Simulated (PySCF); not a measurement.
C₄H₄F₂O₂, SMILES O=C[C@@H]1CC(F)(F)O1. Atoms are numbered in the order given.

```xyz
12

O      3.0917     0.2468     0.0959
C      2.0141    -0.1790    -0.2246
C      0.7435     0.6418    -0.1438
C     -0.1475     0.3487     1.0904
C     -1.1391    -0.1456     0.0380
F     -1.4545    -1.4532     0.0909
F     -2.2991     0.5269    -0.0519
O     -0.2912     0.1372    -1.0237
H      1.8557    -1.2309    -0.5810
H      0.9656     1.7044    -0.3255
H      0.2111    -0.4351     1.7701
H     -0.4796     1.2315     1.6488
```
Charge 0, spin multiplicity 1.

The structure is a stationary point at B3LYP-D3(BJ)/def2-SVP. The structure was generated by enumeration; whether it is a known compound was not checked. Other conformers were not sampled.

Vertical ionisation energy (IE) and electron affinity (EA) in eV. Rows of orbital energies are one-electron estimates. Where ΔSCF, EOM or ADC give a negative EA the extra electron is unbound and the value depends on the basis.

```tsv
level	IE	EA
−ε(HOMO), −ε(LUMO), B3LYP/def2-TZVP (PySCF)	7.83	1.88
−ε(HOMO), −ε(LUMO), PBE/def2-TZVP (PySCF)	(withheld)	(withheld)
```

What belongs in the gaps? (An estimate is asked for; the answer gives what the named calculation found.)


- −ε(HOMO), −ε(LUMO), PBE/def2-TZVP (PySCF), IE: 6.41
- −ε(HOMO), −ε(LUMO), PBE/def2-TZVP (PySCF), EA: 2.75
